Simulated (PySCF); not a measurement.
Gas-phase reaction: SnF2 + 2 CF4 → SnF4 + 2 CF3

Energies from PySCF, thermal terms from the rigid-rotor harmonic-oscillator model, ideal gas at 1 bar. † marks an energy on the PBE0/def2-TZVP geometry and frequencies. MP2 and CCSD(T) freeze the core. Open shells (unrestricted): CF3 (multiplicity 2); the rest are closed-shell singlets. B3LYP is the form with VWN-RPA correlation. Sn: scalar-relativistic def2 core potential, no spin-orbit coupling. MP2 isn't extrapolated to the basis-set limit; its ΔH°(298 K) is 404.4 kJ in def2-SVP and 394.2 kJ in def2-TZVPP. CCSD(T) isn't extrapolated to the basis-set limit; its ΔH°(298 K) is 422.0 kJ in def2-SVP and 385.1 kJ in def2-TZVPP. The harmonic model lacks anharmonicity and excited electronic states, which grow with temperature; levels with a mode under 35 cm⁻¹ are left out.

```
level                ΔE electronic, kJ  ΔH°(298 K), kJ  ΔS°(298 K), J/K  ΔG°(1800 K), kJ
-------------------  -----------------  --------------  ---------------  ---------------
B3LYP/def2-TZVP†                   387             379               48              278
BLYP/def2-TZVP†                    373             365               48              264
CCSD(T)/def2-TZVPP†                393             385               48              284
HF/def2-TZVP†                      300             291               48              191
MP2/def2-TZVPP†                    403             394               48              294
PBE/def2-TZVP†                     386             377               48              277
PBE0/def2-QZVP†                    380             372               48              271
PBE0/def2-SVP†                     471             463               48              362
```
ΔH° is lowest at HF/def2-TZVP† and highest at PBE0/def2-SVP†. No reference value is set beside these.
